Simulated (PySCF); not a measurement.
Species: CH₇ClO₂Si₂.
Numbering: `[CH3:1][O:2][Si@H:3]([Cl:4])[O:5][SiH3:6]` (hydrogens: H7, H8, H9 on C1; H10 on Si3; H11, H12, H13 on Si6)

Structure used (PBE0-D3(BJ)/def2-SVP), in Å, numbered top down from 1:
```
atom  x, y, z in Å
C1    -2.2155   -0.8198   -0.1292
O2    -0.9639   -0.2663    0.1805
Si3   -0.2643    1.0799   -0.4504
Cl4   -0.4858    1.0204   -2.5045
O5     1.3184    1.0319   -0.0520
Si6    2.5156   -0.1165    0.1541
H7    -3.0391   -0.2256    0.3036
H8    -2.2647   -1.8333    0.2953
H9    -2.3703   -0.8889   -1.2195
H10   -0.8583    2.3408    0.0389
H11    2.4019   -1.1719   -0.8947
H12    2.3965   -0.7366    1.5043
H13    3.8262    0.5783    0.0321
```

Computed with PBE0-D3(BJ)/def2-SVP geometry optimisation, gas phase in PySCF 2.14.0.

Take the most abundant isotopes and a rigid rotor. The values belong to one conformer with, in the numbering `[CH3:1][O:2][Si@H:3]([Cl:4])[O:5][SiH3:6]`, C1–O2–Si3–Cl4 -46°, O2–Si3–O5–Si6 35°.

Q: Give the principal moments of inertia and the rotational constants in MHz.

A: Ia = 216.00, Ib = 404.85, Ic = 536.08 u·Å²; 505379 MHz·u·Å²/I gives A = 2340, B = 1248, C = 942.7 MHz.

Q: Classify the top.

A: An asymmetric top. Ray's parameter κ = (2B − A − C)/(A − C) = -0.563; −1 is the prolate and +1 the oblate limit.

Q: Is it planar, by Δ = Ic − Ia − Ib?

A: Not planar: Δ = Ic − Ia − Ib = -84.77 u·Å². For a rigid frame Δ = −2 Σ m c², so Σ m c² = 42.39 u·Å² lies off the ab plane: 10.36 from hydrogen and 32.03 from heavier atoms. The atom farthest from that plane is 2.13 Å away.

Q: Give the other two planar moments, Paa and Pbb, and the rms extents of the mass along the axes.

A: Paa = Σ m a² = (Ib + Ic − Ia)/2 = 362.46 and Pbb = Σ m b² = (Ia + Ic − Ib)/2 = 173.61 u·Å². With the mass M = 141.97 u, the rms extents √(P/M) along a, b and c are 1.60, 1.11, 0.55 Å.

Q: List the rotational levels J(Ka,Kc) to J = 2 (MHz).

A: Above 0(0,0):
J = 1: 1(0,1) 2191, 1(1,1) 3282, 1(1,0) 3588
J = 2: 2(0,2) 6517, 2(1,2) 7359, 2(1,1) 8276, 2(2,1) 11550, 2(2,0) 11606
Those of J = 1 are B + C, A + C and A + B.

Q: Predict some low-J microwave lines.

A: The dipole components are |μa| = 0.55 D, |μb| = 1.34 D, |μc| = 0.14 D. Intensities carry the squares of the components, which stand as 0.17 : 1.00 : 0.01 (a : b : c). Some of the stronger lines:

```csv
type,branch,"J(Ka,Kc)",MHz,lower level (cm⁻¹)
b,Q,"3(1,2) ← 3(0,3)",2389,0.430
b,Q,"4(2,2) ← 4(1,3)",3071,0.818
b,Q,"5(2,3) ← 5(1,4)",3286,1.198
a,R,"2(0,2) ← 1(0,1)",4326,0.073
b,Q,"5(3,2) ← 5(2,3)",5291,1.308
b,Q,"4(3,2) ← 4(2,3)",6391,0.895
a,R,"4(0,4) ← 3(0,3)",8292,0.430
a,R,"5(3,2) ← 4(3,1)",11215,1.110
a,R,"5(2,3) ← 4(2,2)",11621,0.920
b,R,"3(3,1) ← 2(2,0)",12771,0.387
b,R,"5(2,4) ← 4(1,3)",13164,0.818
b,R,"5(3,3) ← 4(2,2)",16741,0.920
b,R,"5(2,3) ← 4(1,4)",17704,0.717
```

Q: Estimate the classical rotational partition function at 25 K, 50 K and 200 K.

A: Point group C1, symmetry number σ = 1; q = (√π/σ)·√((kT/h)³/(ABC)), k/h = 20836.6 MHz/K: 12700 at 25 K, 35900 at 50 K, 287000 at 200 K.

No frequency check. Zero-point vibration and centrifugal distortion are left out. A rigid rotor knows nothing of internal rotation, which can split or shift real lines. Quadrupole hyperfine structure (35Cl) is left out.
